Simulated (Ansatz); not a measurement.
Reaction (substitution at a C–In bond): `C[CH2][In]([NH2])[CH](C)C` + `[OH][Ge][F]` → `CC(C)[O][Ge][F]` + `C[CH2][InH][NH2]`

Gas-phase electronic energies from Ansatz, PBE0-D4/def2-TZVP geometries. CCSD(T)/CBS is the MP2 limit (def2-TZVPP, def2-QZVPP) plus CCSD(T) − MP2 in def2-TZVPP, frozen cores. DFT in def2-TZVPP. B3LYP here is the variant with VWN-RPA as its local correlation; programs differ in this. Elements past krypton have def2 core potentials. For Ge, In outer-core shells are correlated without core-valence functions, which leaves a few kJ/mol of doubt a bond. Scalar relativity is left out up to krypton. One conformer a species, not always the lowest.

`C[CH2][In]([NH2])[CH](C)C`:

```xyz
21

C    -0.965   -1.136    2.670
C    -1.877   -0.733    1.519
In   -0.878    0.144   -0.190
N    -2.056    0.422   -1.813
C     1.183    0.771   -0.514
C     1.392    1.267   -1.937
C     2.171   -0.332   -0.154
H    -0.232   -1.889    2.366
H    -0.401   -0.285    3.062
H    -1.530   -1.559    3.508
H    -2.623   -0.006    1.852
H    -2.440   -1.594    1.147
H    -1.740    0.818   -2.683
H    -3.032    0.181   -1.866
H     1.342    1.609    0.175
H     1.210    0.476   -2.671
H     2.424    1.611   -2.088
H     0.730    2.101   -2.186
H     2.072   -0.658    0.885
H     3.206    0.007   -0.294
H     2.043   -1.215   -0.788
```

`[OH][Ge][F]`:

Z-matrix (Å, degrees):
```
O
Ge 1 1.771
H 1 0.964 2 113.8
F 2 1.767 1 97.0 3 0.0
```

`CC(C)[O][Ge][F]`:

Z-matrix (Å, degrees):
```
C
C 1 1.516
H 1 1.093 2 110.2
H 1 1.092 2 110.6 3 119.9
H 1 1.092 2 110.4 3 -119.4
C 2 1.516 1 112.6 3 -61.7
O 2 1.426 1 110.9 3 173.3
H 2 1.097 1 108.6 3 58.6
H 6 1.092 2 110.4 1 -178.9
H 6 1.092 2 110.6 1 -58.2
H 6 1.093 2 110.2 1 61.7
Ge 7 1.760 2 134.4 1 62.8
F 12 1.774 7 100.9 2 0.1
```

`C[CH2][InH][NH2]`:

Cartesian coordinates in Å:
```
C -0.156 1.258 -0.994
C -1.169 0.221 -0.529
In -0.345 -1.235 0.832
N 1.616 -0.937 1.198
H 0.686 0.796 -1.517
H 0.260 1.824 -0.157
H -0.604 1.982 -1.683
H -2.017 0.699 -0.029
H -1.592 -0.323 -1.379
H -1.020 -2.581 1.656
H 2.179 -1.509 1.806
H 2.162 -0.194 0.795
```

```json
{"level": "PBE-D4", "ΔE (kJ/mol)": "27.9", "difference from CCSD(T)/CBS": "-8.8"}
{"level": "PBE0-D4", "ΔE (kJ/mol)": "26.8", "difference from CCSD(T)/CBS": "-9.9"}
{"level": "ωB97M-V", "ΔE (kJ/mol)": "24.5", "difference from CCSD(T)/CBS": "-12.2"}
{"level": "PBE", "ΔE (kJ/mol)": "29.2", "difference from CCSD(T)/CBS": "-7.5"}
{"level": "r2SCAN", "ΔE (kJ/mol)": "22.8", "difference from CCSD(T)/CBS": "-13.9"}
{"level": "PBE0", "ΔE (kJ/mol)": "27.5", "difference from CCSD(T)/CBS": "-9.2"}
{"level": "B3LYP", "ΔE (kJ/mol)": "23.6", "difference from CCSD(T)/CBS": "-13.1"}
{"level": "HF/def2-TZVPP", "ΔE (kJ/mol)": "10.4", "difference from CCSD(T)/CBS": "-26.3"}
{"level": "MP2/def2-TZVPP", "ΔE (kJ/mol)": "42.5", "difference from CCSD(T)/CBS": "5.8"}
{"level": "SCS-MP2/def2-TZVPP", "ΔE (kJ/mol)": "35.7", "difference from CCSD(T)/CBS": "-1.0"}
{"level": "CCSD/def2-TZVPP", "ΔE (kJ/mol)": "30.1", "difference from CCSD(T)/CBS": "-6.6"}
{"level": "CCSD(T)/def2-TZVPP", "ΔE (kJ/mol)": "31.4", "difference from CCSD(T)/CBS": "-5.3"}
{"level": "MP2/def2-QZVPP", "ΔE (kJ/mol)": "45.6", "difference from CCSD(T)/CBS": "8.9"}
{"level": "SCS-MP2/def2-QZVPP", "ΔE (kJ/mol)": "38.8", "difference from CCSD(T)/CBS": "2.1"}
{"level": "HF/CBS(def2)", "ΔE (kJ/mol)": "10.7", "difference from CCSD(T)/CBS": "-26.0"}
{"level": "CCSD/CBS(def2)", "ΔE (kJ/mol)": "35.4", "difference from CCSD(T)/CBS": "-1.3"}
{"level": "CCSD(T)/CBS", "ΔE (kJ/mol)": "36.7", "difference from CCSD(T)/CBS": "0"}
```

Largest T1 diagnostic among the species: 0.015.

In def2-TZVPP, CCSD(T) changes the Hartree–Fock value by +21.0 kJ/mol (the triples alone add +1.3 kJ/mol) and MP2 by +32.1 kJ/mol.
